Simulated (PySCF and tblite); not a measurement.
Values are calculated unless marked as measured or tabulated.
C5H5BrOSi, numbered as in [O:1]=[CH:2][C:3]1=[CH:4][Si@H:5]([Br:6])[CH:7]=[CH:8]1.

Search: ETKDG, MMFF94s, GFN2-xTB, 60 starts; geometries at GFN2-xTB. Energies: B3LYP-D3(BJ)/def2-SVP (IEF-PCM, acetonitrile), with GFN2-xTB thermal terms (modes under about 100 cm⁻¹ blended into free rotors). Symmetry numbers and mirror images are counted. Conformers within 2.5 kcal/mol (GFN2-xTB free energy) were kept, 3 at most. Run with PySCF (density fitting) and tblite.

Rotational constants are equilibrium values for the commonest isotopes; dipoles come from the energy level named and are polarised by its solvent model.

Torsions listed: O1–C2–C3–C4. The 5-ring runs over atoms 3–4–5–7–8.

| conformer | shape | symmetry |
| --- | --- | --- |
| 1 | 5-ring flat; -178° | C1 |
| 2 | 5-ring flat; -4° | C1 |

Problem. Give the rotational constants and dipole components.

Solution. 
| conformer | A (MHz) | B (MHz) | C (MHz) | abs μa (D) | abs μb (D) | abs μc (D) | κ | Ic−Ia−Ib (u Å²) |
| --- | --- | --- | --- | --- | --- | --- | --- | --- |
| 1 | 3389 | 516 | 491 | 1.58 | 0.01 | 2.17 | -0.98 | -98.7 |
| 2 | 2766 | 557 | 502 | 0.41 | 3.26 | 0.15 | -0.95 | -83.7 |

Problem. Which type of transition is strongest for conformer 1?

Solution. c-type, since that component is clearly the largest; the top is near-prolate.


Conformer gaps in def2-SVP on xTB geometries can be 2 kcal/mol too large for S=O, P=O and other polar bonds.